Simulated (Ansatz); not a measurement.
Total energies of `[SiH3][SbH2]`.

Cartesian coordinates in Å:
```
Si -0.933 -0.162 0.097
Sb 1.457 -0.297 -0.850
H -1.368 -1.530 0.487
H -1.840 0.336 -0.971
H -1.034 0.734 1.277
H 2.100 -0.483 0.722
H 1.618 1.402 -0.762
```

Charge 0, multiplicity 1. Correlated methods include outer-core shells of Sb, which these sets cover unevenly. Sb: def2 effective core potential. The geometry is a stationary point of PBE0-D4/def2-TZVP. Basis def2-TZVPP, Ansatz 0.2.0.

RPA on PBE orbitals: Hartree–Fock energy of these orbitals -531.06448 Eh, correlation -0.80031 Eh (frozen core).

```
             functional  energy without D4 (Eh)  D4 term (kJ/mol)
            LDA (SPW92)              -531.16413                 –
                    PBE              -532.57792             -13.3
                 revPBE              -532.73211             -35.3
                 r2SCAN              -532.80868              -3.0
                   PBE0              -532.62379             -11.3
                  B3LYP              -532.85685             -21.8
                r2SCANh              -532.79485              -3.2
                r2SCAN0              -532.77481              -3.6
HSE06 (plane-wave form)              -532.61456             -10.7
                  BHLYP              -532.67558             -19.2
              CAM-B3LYP              -532.73573             -11.7
                LC-ωPBE              -532.68869                 –
                ωB97X-V              -532.67955                 –
                 B2PLYP              -532.40634                 –
```

Give the same for BLYP, B97M-V, ωB97M-V, PBE-QIDH. (Best estimate.)

Ansatz gave: 
```csv
functional,energy without D4 (Eh),D4 term (kJ/mol)
BLYP,-532.68052,-28.7
B97M-V,-532.67021,–
ωB97M-V,-532.66356,–
PBE-QIDH,-532.33800,–
```

B3LYP takes the VWN-RPA correlation (the form of Gaussian; ORCA's B3LYP/G). HSE06 is the plane-wave form, built on full-range PBE exchange. The double hybrids freeze the cores in their second-order part.

LC-ωPBE has ω = 0.4 bohr⁻¹.
